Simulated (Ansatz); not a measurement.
Relaxation of BFHO2 (5 atoms, charge -1, multiplicity 1), to a largest force component of 0.015 eV/Å in at most 40 steps.

Method: RKS B3LYP-D4/def2-SVP (Ansatz).

```xyz
5
Properties=species:S:1:pos:R:3
O -1.091 -0.329 0.926
B -0.405 0.030 -0.064
O 1.037 0.057 -0.193
F -0.931 0.499 -1.308
H 1.226 0.381 -1.071
```

Question: Where does it end, and by what steps?

Answer: The forces met the threshold. Limits of this set-up: an anion without diffuse functions, the dipole of an ion depends on the origin. After 3 steps the energy has fallen by 0.009 eV; O1 moved furthest, 0.01 Å.

```tsv
step	energy less start (eV)	largest force component (eV/Å)	accepted
0	0.0000	0.698	yes
1	-0.0074	0.303	yes
2	-0.0082	0.090	yes
3	-0.0085	0.014	yes
```

```xyz
5
Properties=species:S:1:pos:R:3
O -1.094 -0.331 0.932
B -0.398 0.030 -0.066
O 1.034 0.055 -0.188
F -0.932 0.501 -1.312
H 1.227 0.382 -1.075
```

Whether the end is a true minimum wasn't checked by a vibrational analysis.

Run time: 6.8 s on 1 CPU thread of a shared host.
